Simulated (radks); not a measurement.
All-electron atom: neutral calcium in [Ar] 4s1 7s1 (not the ground configuration).

All-electron calculation, scalar-relativistic Kohn-Sham, PBE, spin-polarised, spherical densities, point nucleus; open shells are filled with parallel spins first. Program: a radial shooting solver on a logarithmic mesh with Libxc functionals.

Energy parts (Ry):
total: -1360.26357
kinetic: 1369.54170
electron-nucleus: -3222.94427
Hartree: 564.85909
exchange-correlation: -71.72008

Orbitals (lengths in bohr, moments of r in powers of bohr):
orbital  occ.  eigenvalue (Ry)      <r>     <r^2>    <1/r>
1s up       1        -290.7000  0.07685  0.007943    19.74
1s down     1        -290.6978  0.07685  0.007943    19.74
2s up       1        -30.87731   0.3643    0.1572    4.047
2s down     1        -30.87495   0.3643    0.1572    4.047
2p up       3        -25.02456   0.3278    0.1330    3.949
2p down     3        -25.02231   0.3278    0.1330    3.949
3s up       1         -3.87896    1.156     1.541    1.209
3s down     1         -3.87017    1.154     1.536    1.211
3p up       3         -2.47563    1.269     1.901    1.078
3p down     3         -2.46423    1.265     1.883    1.081
4s up       1         -0.59930    3.588     14.58   0.3615
7s up       1         -0.04063    28.04     866.4  0.04749

The highest occupied level is 7s up at -0.553 eV. Summed over all electrons, <r^2> = 896.5 bohr^2, which gives a Langevin (diamagnetic) susceptibility term of -710 x 10^-6 cm^3/mol. Spin moment in Bohr magnetons: 2.
